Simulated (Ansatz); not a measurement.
Reaction (ligand exchange at the Hf–N bond): `C[N](C)[Hf]([F])([Cl])[Cl]` + `CC(C)N` → `CC(C)[NH][Hf]([F])([Cl])[Cl]` + `CNC`

Program: Ansatz. Geometries: PBE0-D4/def2-TZVP. ΔE: electronic, gas phase. CCSD(T)/CBS is the MP2 limit (def2-TZVPP, def2-QZVPP) plus CCSD(T) − MP2 in def2-TZVPP, frozen cores. DFT in def2-TZVPP. HSE06 is defined as in plane-wave codes. def2 core potentials past Kr. For Hf outer-core shells are correlated without core-valence functions, which leaves a few kJ/mol of doubt a bond. Each species was taken in one conformer, which may not be the lowest.

`C[N](C)[Hf]([F])([Cl])[Cl]`:

Z-matrix (Å, degrees):
```
Hf
F 1 1.897
N 1 1.989 2 106.2
Cl 1 2.358 2 112.5 3 -117.3
C 1 2.929 2 132.5 3 -0.0
C 1 3.122 2 85.5 3 0.0
Cl 1 2.357 2 112.5 3 117.2
H 5 1.097 1 73.6 2 -179.9
H 5 1.097 1 124.5 2 -80.1
H 5 1.097 1 124.5 2 80.3
H 6 1.098 1 122.8 2 -106.0
H 6 1.092 1 81.6 2 0.0
H 6 1.098 1 122.8 2 106.1
```

`CC(C)N`:

Z-matrix (Å, degrees):
```
C
C 1 1.517
H 1 1.094 2 111.2
H 1 1.093 2 110.1 3 119.6
H 1 1.092 2 111.0 3 -119.9
C 2 1.517 1 111.4 3 179.9
N 2 1.458 1 108.8 3 -60.1
H 2 1.104 1 107.8 3 61.7
H 6 1.094 2 111.2 1 -179.8
H 6 1.092 2 111.0 1 -59.9
H 6 1.093 2 110.1 1 60.5
H 7 1.013 2 110.6 1 60.0
H 7 1.013 2 110.6 1 178.4
```

`CC(C)[NH][Hf]([F])([Cl])[Cl]`:

Cartesian coordinates in Å:
```
C -1.281 0.569 1.452
C -0.821 -0.284 0.281
C 0.238 -1.286 0.706
N -0.306 0.543 -0.804
Hf 1.480 0.592 -1.702
F 2.847 0.558 -0.382
Cl 1.710 -1.321 -3.057
Cl 1.501 2.563 -2.975
H -1.711 -0.054 2.241
H -0.438 1.125 1.871
H -2.042 1.288 1.140
H -1.686 -0.848 -0.097
H 0.547 -1.918 -0.133
H -0.146 -1.946 1.485
H 1.119 -0.777 1.110
H -1.011 1.196 -1.133
```

`CNC`:

```xyz
10

C     0.193   -1.079   -0.509
N     0.193    0.364   -0.579
C    -0.384    0.981    0.593
H     0.689   -1.496   -1.388
H    -0.839   -1.443   -0.508
H     0.685   -1.485    0.392
H     1.137    0.700   -0.714
H    -1.447    0.727    0.652
H    -0.309    2.067    0.518
H     0.083    0.666    1.542
```

```json
{"level": "PBE0-D4", "ΔE (kJ/mol)": "4.4"}
{"level": "BHLYP-D4", "ΔE (kJ/mol)": "2.3"}
{"level": "ωB97M-V", "ΔE (kJ/mol)": "2.5"}
{"level": "HSE06", "ΔE (kJ/mol)": "5.3"}
{"level": "CCSD/def2-SVP", "ΔE (kJ/mol)": "1.9"}
{"level": "SCS-MP2/def2-TZVPP", "ΔE (kJ/mol)": "6.5"}
{"level": "HF/def2-QZVPP", "ΔE (kJ/mol)": "1.1"}
{"level": "HF/CBS(def2)", "ΔE (kJ/mol)": "1.1"}
```

**Question.** What does CCSD(T)/CBS give? (An estimate is asked.)

**Answer.** Ansatz gave: +4.2 kJ/mol. The listed levels differ from it by 0.2, -1.9, -1.7, 1.1, -2.3, 2.3, -3.1, -3.1 kJ/mol.

Largest T1 diagnostic among the species: 0.014.

In def2-TZVPP, CCSD(T) changes the Hartree–Fock value by +4.4 kJ/mol (the triples alone add +0.8 kJ/mol) and MP2 by +6.8 kJ/mol. From BLYP to BHLYP (50 % exact exchange), in def2-TZVPP and without D4, ΔE moves by −3.1 kJ/mol. Leaving LDA and LC-ωPBE aside and taking each functional with its dispersion term where it has one, the values, not all of them listed here, spread over 3.9 kJ/mol, from BHLYP-D4 to revPBE-D4.
